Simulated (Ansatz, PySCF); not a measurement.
The pair A = CH3F (SMILES CF) (first 5 atoms), B = C2H3N (SMILES CC#N); geometry from B3LYP-D3(BJ)/def2-TZVP.
(charge 0, multiplicity 1):
```tsv
atom	x (Å)	y (Å)	z (Å)
C	0.3729	0.5925	-0.1777
F	1.1632	-0.2915	0.5656
H	-0.1778	1.2259	0.5152
H	1.0306	1.1901	-0.8090
H	-0.3111	0.0062	-0.7914
C	1.0554	-0.3338	3.8062
C	0.1440	0.7265	3.4096
N	-0.5750	1.5619	3.0829
H	1.4032	-0.8583	2.9169
H	1.9133	0.0867	4.3315
H	0.5482	-1.0375	4.4667
```

Correlated levels freeze the cores. Rows in 6-31G* carry no dispersion term and start afresh at each structure (6-31G* with six Cartesian d functions).

Programs: Ansatz (a first-principles code); PySCF for 6-31G* rows. Each number belongs to the level named beside it.

Total energies (hartree), monomers frozen at their geometry in the pair:

| structure | B3LYP/6-31G* | B3LYP/def2-TZVPPD | CCSD(T)/aug-cc-pVDZ |
|---|---|---|---|
| AB | -272.4949300 | -272.6249455 | -271.8735705 |
| A in the pair's basis | -139.7365538 | -139.8098838 | -139.4475235 |
| B in the pair's basis | -132.7553380 | -132.8116944 | -132.4208463 |
| A | -139.7335441 | -139.8098339 | -139.4467136 |
| B | -132.7545158 | -132.8116325 | -132.4200969 |

Question: Work out the interaction energy without and with the counterpoise correction, and the superposition error, for each level.

Answer: 
E(AB) − E(A) − E(B), times 627.509 kcal/mol, with the monomers in their own basis and then in the pair's basis:
- B3LYP/6-31G*: -4.31 uncorrected, -1.91 corrected; the monomers gain 2.40 kcal/mol from borrowed functions
- B3LYP/def2-TZVPPD: -2.18 uncorrected, -2.11 corrected; the monomers gain 0.07 kcal/mol from borrowed functions
- CCSD(T)/aug-cc-pVDZ: -4.24 uncorrected, -3.26 corrected; the monomers gain 0.98 kcal/mol from borrowed functions
